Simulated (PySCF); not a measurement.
An unknown is described by computed data only.

Formula: C2H13NO2Si3.

| Quantity | Value |
| --- | --- |
| 13C NMR | chemical shifts (computed TMS as zero) by class: 35.4 (2 C) ppm [GIAO HF/pcSseg-1] |
| Valence photoelectron | vertical ionisation energy: 8.58 eV [ΔSCF CAM-B3LYP/def2-SVPD] |
| Triplet | lowest triplet excitation (Tamm–Dancoff): 6.03 eV [TDA CAM-B3LYP/def2-SVPD] |
| Polarisability | 113.5 au [CAM-B3LYP/def2-SVPD] |
| Rotational structure | rotational constants A, B, C: 1.378, 0.896, 0.655 GHz [PBE0-D3(BJ)/def2-SVP] |
| NMR, other nuclei | isotropic shieldings of nuclei other than C and H, by class: 248 (1 N), 262 (1 O), 311 (1 O), 424 (1 Si), 439 (1 Si), 441 (1 Si) ppm [GIAO HF/pcSseg-1] |

Gas-phase values; electronic properties from PySCF, density fitting. Levels stand in brackets. Isolated species at its PBE0-D3(BJ)/def2-SVP geometry (one conformer only). NMR classes are plain means over equivalent atoms (diastereotopic ones count apart unless rotation or inversion swaps them), as if these changed places fast.

Task: What is the compound? Reason from the data.

Result: Numbering: `[CH3:1][N:2]([CH3:3])[SiH2:4][O:5][SiH2:6][O:7][SiH3:8]`. Its formula, C2H13NO2Si3, gives 0 degrees of unsaturation, so no ring and no π bond. 2 carbons fall into 1 class: N-methyl carbon [C1/C3] (35.4 ppm, 2 C). The other shieldings belong to: 248 ppm, silicon-bound nitrogen [N2]; 262 ppm, siloxane oxygen [O5]; 311 ppm, siloxane oxygen [O7]; 424 ppm, oxygen-bound silicon [Si4]; 439 ppm, oxygen-bound silicon [Si8]; 441 ppm, oxygen-bound silicon [Si6]. The first electron is taken from the HOMO, whose largest Löwdin shares are 0.55 on the silicon-bound nitrogen, 0.10 on an N-methyl carbon, 0.09 on an N-methyl carbon and 0.05 on an oxygen-bound silicon. The optimised geometry has point group C1 and is an asymmetric top. Structure: `CN(C)[SiH2]O[SiH2]O[SiH3]`. Computed isomers that give other values at the same levels: `CO[SiH](OC)N([SiH3])[SiH3]` (rotational constant A: 1.147 GHz; this holds for the one conformer computed). The assignments are read from this structure; whether some other isomer fits the data as well wasn't checked.

Conformer computed: `[CH3:1][N:2]([CH3:3])[SiH2:4][O:5][SiH2:6][O:7][SiH3:8]`: C1–N2–Si4–O5 91°, N2–Si4–O5–Si6 45°, Si4–O5–Si6–O7 -64°, O5–Si6–O7–Si8 -48°.
